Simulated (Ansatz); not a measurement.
The same molecule with X = O, S, Se. Ansatz, PBE0-D4/def2-TZVP geometries, multiplicity 1. Each molecule was computed in one conformer, which needn't be the lowest.

Elements past krypton have def2 core potentials. Scalar relativity is left out up to krypton.

```tsv
X	molecule	mean X–H bond length / Å	mean X–Sn bond length / Å	HOMO energy (ωB97M-V/def2-TZVPP) / eV	HOMO–LUMO gap (B3LYP/def2-TZVPP) / eV	HOMO–LUMO gap (PBE/def2-TZVPP) / eV
S	`[SH][SnH2][Cl]`	1.344	2.385	-9.98	6.07	4.48
Se	`[Cl][SnH2][SeH]`	1.469	2.513	-9.56	5.53	4.05
```

Question: Give the row for X = O, `[OH][SnH2][Cl]`. (An estimate is asked.)

Answer: Computed: 
```json
{"X": "O", "molecule": "`[OH][SnH2][Cl]`", "mean X–H bond length / Å": "0.960", "mean X–Sn bond length / Å": "1.952", "HOMO energy (ωB97M-V/def2-TZVPP) / eV": "-10.99", "HOMO–LUMO gap (B3LYP/def2-TZVPP) / eV": "7.29", "HOMO–LUMO gap (PBE/def2-TZVPP) / eV": "5.39"}
```

From O to Se the mean X–H bond length rises at each step, by 0.509 Å in all; the mean X–Sn bond length rises at each step, by 0.561 Å in all; the HOMO energy (ωB97M-V/def2-TZVPP) rises at each step, by 1.43 eV in all; the HOMO–LUMO gap (B3LYP/def2-TZVPP) falls at each step, by 1.76 eV in all; the HOMO–LUMO gap (PBE/def2-TZVPP) falls at each step, by 1.34 eV in all. Bonds lengthen as the atom grows down the group.

B3LYP here is the variant with VWN-RPA as its local correlation; programs differ in this.

Spin–orbit coupling is left out; it splits and shifts lone-pair levels of the heavy atoms by tenths of an eV.
